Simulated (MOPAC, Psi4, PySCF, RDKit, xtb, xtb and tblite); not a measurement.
Internal rotation in C6H8SeSi, SMILES c1([SiH3])c([SeH])cccc1. Scanned: dihedral C2–C7–Se8–H16; all other coordinates were relaxed at GFN2-xTB. Points at φ and −φ are mirror images.

Geometry of the scan point at 120° (Å):
```
16

Si     2.4795    -0.2803     0.3097
C      0.6007    -0.2911     0.0907
C     -0.1247    -1.4779     0.0740
C     -1.4998    -1.4872    -0.0772
C     -2.1891    -0.2933    -0.2077
C     -1.4960     0.9035    -0.1845
C     -0.1182     0.8931    -0.0383
Se     0.8167     2.5944    -0.0326
H      3.0928     0.2713    -0.8989
H      2.8909    -1.6720     0.5067
H      2.8221     0.5209     1.4871
H      0.4059    -2.4140     0.1749
H     -2.0355    -2.4252    -0.0920
H     -3.2630    -0.2911    -0.3233
H     -2.0223     1.8434    -0.2781
H      0.3623     2.9776    -1.3557
```

- GFN2-xTB (xtb and tblite)
- PBE-D3(BJ)/def2-SVP // GFN2-xTB (Psi4)
- UFF // GFN2-xTB (RDKit)
- PM6, restricted, heats of formation // GFN2-xTB (MOPAC)
- AM1, restricted, heats of formation // GFN2-xTB (MOPAC)
- GFN1-xTB // GFN2-xTB (xtb)
- RKS-B3LYP/6-31G* = restricted B3LYP/6-31G*, spherical d, density fitting // GFN2-xTB in PySCF
- RKS-BP86/6-31G* = restricted BP86/6-31G*, spherical d, density fitting // GFN2-xTB in PySCF
- RHF/3-21G = restricted Hartree-Fock/3-21G, density fitting // GFN2-xTB run with PySCF
- RHF/6-31G* = restricted Hartree-Fock/6-31G*, spherical d, density fitting // GFN2-xTB (PySCF)

Least-squares fit of E(φ) = a0 + Σ (a_n cos nφ + b_n sin nφ), n = 1 to 4, to the 24 scan points, in kcal/mol above the lowest point of each profile (levels whose profile four harmonics don't fit are not listed):

| method | a0 | a1 | b1 | a2 | b2 | a3 | b3 | a4 | b4 | rms of fit |
|---|---|---|---|---|---|---|---|---|---|---|
| GFN2-xTB | 1.83 | 0.65 | 0.00 | -0.97 | 0.00 | 0.27 | 0.00 | 0.06 | 0.00 | 0.01 |
| PBE-D3(BJ)/def2-SVP | 0.25 | -0.11 | 0.00 | 0.02 | 0.00 | 0.15 | 0.00 | 0.06 | 0.00 | 0.02 |
| UFF | 3.75 | 0.50 | 0.00 | 4.11 | 0.00 | 0.39 | 0.00 | 0.38 | 0.00 | 0.07 |
| PM6 | 0.42 | -0.52 | 0.00 | 0.35 | 0.00 | -0.15 | 0.00 | -0.05 | 0.00 | 0.02 |
| AM1 | 0.79 | -0.01 | 0.00 | -0.57 | 0.00 | -0.16 | 0.00 | -0.10 | 0.00 | 0.04 |
| GFN1-xTB | 0.55 | 0.33 | 0.00 | -0.28 | 0.00 | -0.11 | 0.00 | -0.11 | 0.00 | 0.03 |
| RKS-B3LYP/6-31G* | 0.41 | -0.06 | 0.00 | 0.39 | 0.00 | 0.11 | 0.00 | 0.03 | 0.00 | 0.02 |
| RKS-BP86/6-31G* | 0.27 | -0.03 | 0.00 | 0.22 | 0.00 | 0.13 | 0.00 | 0.03 | 0.00 | 0.02 |
| RHF/3-21G | 1.40 | 0.17 | 0.00 | 1.35 | 0.00 | 0.08 | 0.00 | -0.03 | 0.00 | 0.02 |
| RHF/6-31G* | 1.15 | -0.09 | 0.00 | 1.12 | 0.00 | 0.03 | 0.00 | 0.00 | 0.00 | 0.03 |
